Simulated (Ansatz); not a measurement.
`[F][GeH]([Cl])[GeH3]` and `[F][GeH]([Cl])[I]` differ in one atom or group.

Ansatz, PBE0-D4/def2-TZVP geometries, multiplicity 1. 

Elements past krypton have def2 core potentials. Scalar relativity is left out up to krypton. Spin–orbit coupling is left out; it splits and shifts lone-pair levels of the heavy atoms by tenths of an eV.

| property | `[F][GeH]([Cl])[GeH3]` |
| --- | --- |
| LUMO energy (ωB97M-V/def2-TZVPP) / eV | 1.23 |
| HOMO energy (B3LYP/def2-TZVPP) / eV | -8.20 |
| LUMO energy (PBE/def2-TZVPP) / eV | -1.52 |
| ideal-gas entropy at 298 K and 1 bar (rigid rotor, harmonic PBE0-D4/def2-TZVP) / J/(mol·K) | 373 |
| HOMO–LUMO gap (B3LYP/def2-TZVPP) / eV | 7.30 |
| size of the dipole moment (B3LYP/def2-TZVPP) / D | 2.80 |

Q: What does the change do to each property? (An estimate is asked.)

A: The calculation gave: 
```
                                                                                  property  `[F][GeH]([Cl])[I]`  shift
                                                     LUMO energy (ωB97M-V/def2-TZVPP) / eV                 0.11  -1.12
                                                       HOMO energy (B3LYP/def2-TZVPP) / eV                -8.04   0.16
                                                         LUMO energy (PBE/def2-TZVPP) / eV                -2.69  -1.17
ideal-gas entropy at 298 K and 1 bar (rigid rotor, harmonic PBE0-D4/def2-TZVP) / J/(mol·K)                  348    -25
                                                     HOMO–LUMO gap (B3LYP/def2-TZVPP) / eV                 5.93  -1.37
                                          size of the dipole moment (B3LYP/def2-TZVPP) / D                 1.81  -0.99
```

With PBE0 the HOMO rises by 0.13 eV and the LUMO falls by 1.19 eV, so the gap narrows by about 1.32 eV. PBE moves the HOMO by 0.07 eV and ωB97M-V by 0.05 eV. The zero-point energy changes by -59.5 kJ/mol with -9 modes. Dipoles are sizes alone; their direction can turn.

B3LYP here is the variant with VWN-RPA as its local correlation; programs differ in this.
